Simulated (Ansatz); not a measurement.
Reaction (redistribution): `[OH][Y]([OH])[Cl]` + `C[O][Ga]([OH])[Br]` → `C[O][Y]([OH])[OH]` + `[OH][Ga]([Cl])[Br]`

Isolated molecules relaxed with PBE0-D4/def2-TZVP in Ansatz; ΔE leaves out vibrations. CCSD(T)/CBS is the MP2 limit (def2-TZVPP, def2-QZVPP) plus CCSD(T) − MP2 in def2-TZVPP, frozen cores. DFT in def2-TZVPP. Elements past krypton have def2 core potentials. For Br, Ga, Y outer-core shells are correlated without core-valence functions, which leaves a few kJ/mol of doubt a bond. Scalar relativity is left out up to krypton. One conformer a species, not always the lowest.

| level | ΔE (kJ/mol) |
| --- | --- |
| PBE-QIDH | 4.9 |
| r2SCANh | 4.7 |

Q: What does CCSD(T)/CBS give? (Estimate.)

A: Computed: +6.8 kJ/mol. The listed levels differ from it by -1.9, -2.1 kJ/mol.

Largest T1 diagnostic among the species: 0.014.

In def2-TZVPP, CCSD(T) changes the Hartree–Fock value by −6.2 kJ/mol (the triples alone add −0.6 kJ/mol) and MP2 by −7.7 kJ/mol. At CCSD(T), def2-SVP lies −10.1 kJ/mol from the extrapolated value and def2-TZVPP −0.7 kJ/mol.
